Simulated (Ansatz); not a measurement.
Consider the substitution at a C–O bond: `COC(C)F` + `[OH][Al]([OH])[Cl]` → `C[O][Al]([OH])[Cl]` + `CC(O)F`.

Gas-phase electronic energies from Ansatz, PBE0-D4/def2-TZVP geometries. CBS: MP2 limit from def2 TZ/QZ plus the TZ coupled-cluster correction, frozen cores. This one scheme is used for every species. DFT in def2-TZVPP. B3LYP here is the variant with VWN-RPA as its local correlation; programs differ in this. Each species was taken in one conformer, which may not be the lowest.

| species | B3LYP-D4 energy (Eh) |
| --- | --- |
| `COC(C)F` | -293.73576 |
| `[OH][Al]([OH])[Cl]` | -854.61292 |
| `C[O][Al]([OH])[Cl]` | -893.92636 |
| `CC(O)F` | -254.41627 |

Question: Work out ΔE.

Answer: ΔE = (-893.92636) + (-254.41627) − (-293.73576) − (-854.61292) = 0.00605 Eh = +3.8 kcal/mol. CCSD(T)/CBS gives +4.6 kcal/mol.

Largest T1 diagnostic among the species: 0.011.

Leaving LDA and LC-ωPBE aside and taking each functional with its dispersion term where it has one, the values, not all of them listed here, spread over 1.0 kcal/mol, from BHLYP-D4 to B97M-V. LDA lies +0.7 kcal/mol from PBE without D4. At CCSD(T), def2-SVP lies −1.5 kcal/mol from the extrapolated value and def2-TZVPP −0.0 kcal/mol. In def2-TZVPP, CCSD(T) changes the Hartree–Fock value by +1.5 kcal/mol (the triples alone add +0.3 kcal/mol) and MP2 by +1.7 kcal/mol.
